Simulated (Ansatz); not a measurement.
Job for Ansatz (a quantum-chemistry and plane-wave program): U-CCSD(T)/def2-TZVPP on BeP, 2S+1 = 4, a spin state set in the input, which need not be the lowest, a point of a bond scan (R = 2.072 Å).

Ansatz 0.2 input:
```yaml
crystal:
  periodic: [false, false, false]
  atoms:
    - {symbol: Be, position_ang: [0.00000000, 0.00000000, 0.00000000]}
    - {symbol: P, position_ang: [0.00000000, 0.00000000, 2.07168500]}
basis:
  gaussian:
    orbitals: def2-TZVPP
magnetization: {spin_polarized: true, initial_magnetization: 3}
correlation: {method: ccsd_t, electrons: valence}
output: {orbitals: {seedname: ./end}}
```

It printed:

```
WARN ansatz: RAYON_NUM_THREADS=1 ignored (pool sized by the plan → 1); use --threads N
Functional definition: HF
integrals: 0.04 GiB planned
405 factors; integrals over basis functions are off by at most 7.4e-4 eV
mean field: 0.10 GiB planned
mean field evaluation 1: about -9667.6089 eV, gradient 6.0e0 eV
mean field evaluation 2: about -9667.6180 eV, gradient 6.0e0 eV
mean field evaluation 4: about -9668.5939 eV, gradient 1.9e0 eV
mean field evaluation 8: about -9668.7480 eV, gradient 1.6e-1 eV
mean field evaluation 16: about -9668.2673 eV, gradient 3.3e0 eV
mean field evaluation 32: about -9666.8977 eV, gradient 4.9e-1 eV
mean field evaluation 64: about -9666.9135 eV, gradient 1.9e-1 eV
mean field evaluation 96: about -9665.8696 eV, gradient 2.5e-1 eV
mean field -9668.74862664 eV, -355.3199583160 hartree, gradient 2.1e-6 eV, S^2 3.767449; 4 other end points of the search recorded, 0 dependent functions left out
determinant -9668.74862664 eV, -355.3199583160 hartree, with singles and doubles -9673.40640109 eV, -355.4911283696 hartree
determinant -9666.91738389 eV, -355.2526613860 hartree, with singles and doubles -9671.65056115 eV, -355.4266024420 hartree
determinant -9665.87433790 eV, -355.2143301530 hartree, with singles and doubles -9670.54954106 eV, -355.3861407001 hartree
5 core orbitals not correlated
reference -9668.74862664 eV, -355.3199583160 hartree; 6, 3 occupied and 50, 53 virtual orbitals, 405 factors
second order -3.87803577 eV of doubles, -0.00000000 eV of singles
coupled cluster: 0.14 GiB planned
cycle   1  -4.63983168 eV  change   -1.9e-1 eV  update   1.9e-2
cycle   2  -4.65267504 eV  change   -1.3e-2 eV  update   7.2e-3
cycle   3  -4.65772543 eV  change   -5.1e-3 eV  update   3.6e-3
cycle   4  -4.66010049 eV  change   -2.4e-3 eV  update   1.8e-3
cycle   5  -4.66059369 eV  change   -4.9e-4 eV  update   6.6e-4
cycle   6  -4.66073921 eV  change   -1.5e-4 eV  update   2.2e-4
cycle   7  -4.66077849 eV  change   -3.9e-5 eV  update   7.7e-5
cycle   8  -4.66076591 eV  change    1.3e-5 eV  update   2.8e-5
cycle   9  -4.66076323 eV  change    2.7e-6 eV  update   8.9e-6
perturbative correction -0.18052568 eV, -0.0066341965 hartree
Total energy: -9673.58991555 eV, -355.4978724018 hartree
```

Self-consistency was reached.

Cost: around 3 core-seconds (rough).
